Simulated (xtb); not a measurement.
xtb input (GFN1-xTB):

```bash
xtb mol.xyz --gfn 1 --sp --chrg 1 --uhf 0
```
mol.xyz:
```
22

C      3.87072876    -0.02446223     0.08312294
C      2.52959462    -0.74711732     0.00327468
C      1.34278829     0.21330464     0.04432153
C     -0.00105713    -0.51093071    -0.03569648
C     -1.18546267     0.47479876     0.00716997
C     -2.46489336    -0.29352834    -0.07451483
O     -3.71642627     0.66375230    -0.03510585
H      3.99518177     0.66994342    -0.75043278
H      3.95660724     0.54705225     1.00967513
H      4.69900391    -0.73236334     0.05184959
H      2.48332935    -1.33724423    -0.91710636
H      2.44504268    -1.45921833     0.82986686
H      1.42057101     0.92521490    -0.78373116
H      1.38222772     0.80306039     0.96582591
H     -0.08606914    -1.21864780     0.79375714
H     -0.04767062    -1.09631737    -0.95831961
H     -1.14265769     1.04936788     0.93681742
H     -1.10391635     1.17279046    -0.83090170
H     -2.67273307    -0.94272216     0.77135812
H     -2.63367948    -0.81830479    -1.01060879
H     -3.73965127     1.28278965    -0.78865313
H     -3.77436702     1.17219184     0.79538332
```

End of the output:

```
         :::::::::::::::::::::::::::::::::::::::::::::::::::::
         ::                     SUMMARY                     ::
         :::::::::::::::::::::::::::::::::::::::::::::::::::::
         :: total energy             -24.990782078886 Eh    ::
         :: gradient norm              0.034831752157 Eh/a0 ::
         :: HOMO-LUMO gap              3.967067633624 eV    ::
         ::.................................................::
         :: SCC energy               -25.294589280740 Eh    ::
         :: -> electrostatic           0.131575477972 Eh    ::
         :: repulsion energy           0.311402163443 Eh    ::
         :: dispersion energy         -0.007594961589 Eh    ::
         :: halogen bond corr.         0.000000000000 Eh    ::
         :: add. restraining           0.000000000000 Eh    ::
         :: total charge               1.000000000000 e     ::
         :::::::::::::::::::::::::::::::::::::::::::::::::::::

           -------------------------------------------------
          |                Property Printout                |
           -------------------------------------------------

    * Orbital Energies and Occupations

         #    Occupation            Energy/Eh            Energy/eV
      -------------------------------------------------------------
         1        2.0000           -1.0879586             -29.6049
       ...           ...                  ...                  ...
        10        2.0000           -0.7358152             -20.0226
        11        2.0000           -0.7164364             -19.4952
        12        2.0000           -0.7066185             -19.2281
        13        2.0000           -0.7044239             -19.1684
        14        2.0000           -0.6733133             -18.3218
        15        2.0000           -0.6719229             -18.2840
        16        2.0000           -0.6465507             -17.5935
        17        2.0000           -0.6409884             -17.4422
        18        2.0000           -0.6203337             -16.8801
        19        2.0000           -0.6069161             -16.5150
        20        2.0000           -0.5905996             -16.0710
        21        2.0000           -0.5801861             -15.7877
        22        2.0000           -0.5739458             -15.6179 (HOMO)
        23                         -0.4281587             -11.6508 (LUMO)
        24                         -0.3503574              -9.5337
        25                         -0.3262193              -8.8769
        26                         -0.3064319              -8.3384
        27                         -0.2793858              -7.6025
        28                         -0.2711122              -7.3773
        29                         -0.2458751              -6.6906
        30                         -0.2411072              -6.5609
        31                         -0.2189182              -5.9571
        32                         -0.2090107              -5.6875
        33                         -0.2078823              -5.6568
       ...                                ...                  ...
        58                          0.3759436              10.2299
      -------------------------------------------------------------
                  HL-Gap            0.1457871 Eh            3.9671 eV
             Fermi-level           -0.5010522 Eh          -13.6343 eV

  Mulliken/CM5 charges         n(s)   n(p)   n(d)
     1C    -0.08332 -0.23457   1.008  3.076  0.000
     2C    -0.03703 -0.14980   1.027  3.010  0.000
     3C    -0.04422 -0.15541   1.033  3.012  0.000
     4C    -0.03779 -0.14891   1.036  3.002  0.000
     5C    -0.07335 -0.18256   1.039  3.034  0.000
     6C     0.18136  0.08377   1.075  2.744  0.000
     7O    -0.43620 -0.79886   1.697  4.739  0.000
     8H     0.03715  0.08866   0.963  0.000  0.000
     9H     0.03715  0.08866   0.963  0.000  0.000
    10H     0.04984  0.10105   0.950  0.000  0.000
    11H     0.03242  0.08735   0.968  0.000  0.000
    12H     0.03242  0.08735   0.968  0.000  0.000
    13H     0.03485  0.09047   0.965  0.000  0.000
    14H     0.03485  0.09047   0.965  0.000  0.000
    15H     0.04292  0.09872   0.957  0.000  0.000
    16H     0.04292  0.09872   0.957  0.000  0.000
    17H     0.05496  0.11185   0.945  0.000  0.000
    18H     0.05496  0.11185   0.945  0.000  0.000
    19H     0.09442  0.15694   0.906  0.000  0.000
    20H     0.09442  0.15694   0.906  0.000  0.000
    21H     0.44364  0.60866   0.556  0.000  0.000
    22H     0.44364  0.60866   0.556  0.000  0.000

Wiberg/Mayer (AO) data.
largest (>0.10) Wiberg bond orders for each atom

 ---------------------------------------------------------------------------
     #   Z sym  total        # sym  WBO       # sym  WBO       # sym  WBO
 ---------------------------------------------------------------------------
     1   6 C    3.993 --     2 C    1.016     9 H    0.987     8 H    0.987
                            10 H    0.983
     2   6 C    3.993 --     1 C    1.016     3 C    1.001    11 H    0.979
                            12 H    0.979
     3   6 C    3.989 --     2 C    1.001     4 C    0.998    14 H    0.978
                            13 H    0.978
     4   6 C    3.978 --     3 C    0.998    16 H    0.978    15 H    0.978
                             5 C    0.968
     5   6 C    3.975 --     6 C    1.029    17 H    0.973    18 H    0.973
                             4 C    0.968
     6   6 C    3.709 --     5 C    1.029    20 H    0.974    19 H    0.974
                             7 O    0.694
     7   8 O    2.305 --    21 H    0.790    22 H    0.790     6 C    0.694
     8   1 H    1.001 --     1 C    0.987
     9   1 H    1.001 --     1 C    0.987
    10   1 H    1.001 --     1 C    0.983
    11   1 H    1.003 --     2 C    0.979
    12   1 H    1.003 --     2 C    0.979
    13   1 H    1.003 --     3 C    0.978
    14   1 H    1.003 --     3 C    0.978
    15   1 H    1.002 --     4 C    0.978
    16   1 H    1.002 --     4 C    0.978
    17   1 H    1.003 --     5 C    0.973
    18   1 H    1.003 --     5 C    0.973
    19   1 H    0.998 --     6 C    0.974
    20   1 H    0.998 --     6 C    0.974
    21   1 H    0.811 --     7 O    0.790
    22   1 H    0.811 --     7 O    0.790
 ---------------------------------------------------------------------------

Topologies differ in total number of bonds
Writing topology from bond orders to xtbtopo.mol

 dipole moment from electron density (au)
     X       Y       Z
  -5.0487   1.4659  -0.0083  total (Debye):   13.363
Note: The following floating-point exceptions are signalling: IEEE_DENORMAL
normal termination of xtb

           -------------------------------------------------
          | TOTAL ENERGY              -24.990782078886 Eh   |
          | GRADIENT NORM               0.034831752157 Eh/α |
          | HOMO-LUMO GAP               3.967067633624 eV   |
           -------------------------------------------------

------------------------------------------------------------------------
------------------------------------------------------------------------
 total:
 SCF:
```

It need not be the lowest isomer of its formula.
